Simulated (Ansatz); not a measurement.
Species: C2H4BO2 (charge 0, doublet). It need not be the lowest isomer of its formula. 
Coordinates optimised at B3LYP-D3(BJ)/def2-TZVP (Ansatz, an electronic-structure program):
```
B
O 1 1.3683
H 2 0.9616 1 116.00
O 1 1.3724 2 124.23 3 0.00
H 4 0.9619 1 116.12 2 0.00
C 1 1.5616 2 119.37 3 -180.00
C 6 1.3069 1 124.93 2 0.00
H 7 1.0805 6 138.46 1 -180.00
H 6 1.0967 7 118.49 8 0.00
```
Charge 0, spin multiplicity 2.

Parts of the frozen-core correlation energy in 6-31G* (Ansatz, hartree). Frozen orbitals: 5; correlated occupied orbitals by spin: 14 and 13; virtual: 64 and 65. Open shells are spin-unrestricted. Spin-orbit coupling is left out. Non-relativistic.

| term | value |
|---|---|
| reference (HF) | -252.50045 |
| MP2 opposite-spin | … |
| MP2 same-spin | … |
| CCSD correlation | -0.68611 |
| (T) | … |
| T1 diagnostic | 0.031 |
| largest doubles amplitude | 0.102 |
| <S^2> of the reference | 0.973 |

Some entries are withheld; supply them.


- MP2 opposite-spin, value: -0.47078
- MP2 same-spin, value: -0.17049
- (T), value: -0.01925
